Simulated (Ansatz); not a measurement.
`[F][Zn][GaH2]` + H₂O → `[OH][GaH2]` + `[F][ZnH]` at 298.15 K and 1 bar (formal hydrolysis of a Ga–Zn bond).

Gas-phase electronic energies from Ansatz, PBE0-D4/def2-TZVP geometries. CCSD(T)/CBS adds triple-zeta CCSD(T) − MP2 to the extrapolated MP2 energy (def2 sets, frozen cores). This one scheme is used for every species. For Ga, Zn outer-core shells are correlated without core-valence functions, which leaves a few kJ/mol of doubt a bond. Scalar relativity is left out up to krypton.

```
        species  CCSD(T)/CBS energy (Eh)  H − E (kJ/mol)  S (J/(mol·K))
`[F][Zn][GaH2]`              -3803.33937            56.9          315.3
            H₂O                -76.37941            66.4          188.7
   `[OH][GaH2]`              -2000.92981            82.7          263.1
     `[F][ZnH]`              -1878.79355            32.0          233.4
```

H − E and S are ideal-gas, rigid-rotor, harmonic terms from PBE0-D4/def2-TZVP. 1 Eh = 2625.50 kJ/mol, R = 8.31446 J/(mol·K).

Task: By hand: ΔE, ΔH, ΔS and ΔG.

Result: ΔE = (-2000.92981) + (-1878.79355) − (-3803.33937) − (-76.37941) = -0.00458 Eh = -12.0 kJ/mol. Δ(H − E) = 82.7 + 32.0 − 56.9 − 66.4 = -8.6, so ΔH = -20.6 kJ/mol. ΔS = 263.1 + 233.4 − 315.3 − 188.7 = -7.5 J/(mol·K). ΔG = -20.6 − 298.15 × (-7.5)/1000 = -18.4 kJ/mol.

Task: By hand: the equilibrium constant, and the temperature at which ΔG would vanish if ΔH and ΔS stayed fixed.

Result: log₁₀ K = −ΔG/(RT ln 10) = 3.2. ΔG = 0 at ΔH/ΔS = 2747 K, far beyond where these terms or the molecules hold.

The number of gas molecules stays the same, so ΔS is small and ΔH decides. A doubt of 5 kJ/mol in ΔE shifts log₁₀ K by 0.9 here. These are equilibria of isolated gas molecules and say nothing of rates. Largest T1 diagnostic: 0.018 (customary marks: 0.02 for closed shells, 0.045 for open ones).
